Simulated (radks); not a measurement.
The table gives one normalised radial function P(r) = r R(r) (large component) of Ag+ in [Kr] 4d10 (r in bohr). All-electron calculation, Dirac Kohn-Sham, PBEsol, spin-unpolarised, spherical densities, point nucleus. Program: a radial shooting solver on a logarithmic mesh with Libxc functionals.

r          P
0.004105  0.0003
0.004666  0.0004
0.005345  0.0006
0.006124  0.0008
0.007016  0.0011
0.007975  0.0016
0.009136  0.0023
0.01047   0.0033
0.01199   0.0048
0.01363   0.0068
0.01562   0.0097
0.01789   0.0139
0.0205    0.0198
0.02348   0.0282
0.02669   0.0390
0.03058   0.0548
0.03503   0.0764
0.04014   0.1058
0.04562   0.1424
0.05226   0.1934
0.05987   0.2596
0.0686    0.3438
0.07796   0.4417
0.08932   0.5670
0.1023    0.7143
0.1172    0.8810
0.1333    1.0507
0.1527    1.2356
0.1749    1.4124
0.2004    1.5648
0.2278    1.6703
0.2609    1.7261
0.2989    1.7121
0.3425    1.6239
0.3924    1.4665
0.446     1.2684
0.5109    1.0264
0.5854    0.7784
0.6707    0.5496
0.7622    0.3684
0.8733    0.2210
1         0.1202
1.146     0.0586
1.303     0.0267
1.493     0.0102
1.71      0.0033
1.959     0.0009
2.227     0.0002
2.551     0.0000
2.923     0.0000
3.348     0.0000
3.806     0.0000
4.36      0.0000
4.995     0.0000

Which n and l does it have? It may be an empty orbital.

Answer. n = 3, l = 2: the number of nodes gives n - l - 1 = 0, the rise at small r points to l (for j = l - 1/2 the large component starts as r^gamma with gamma = sqrt(l^2 - (Z/c)^2) = 1.97 and the r^(l+1) term takes over further out; the orbital of l - 1 with the same j starts with the same power, but with a larger coefficient, and does not steepen), and the extent must fit the shell. The curve is that of 3d3/2; the two j differ most near the nucleus, where j = l - 1/2 has the larger amplitude, and in heavy atoms j = l - 1/2 is also the more compact. 3d3/2: eigenvalue -369.98 eV, 0 radial nodes, <r> = 0.344 bohr, 90 % of the charge inside 0.545 bohr.
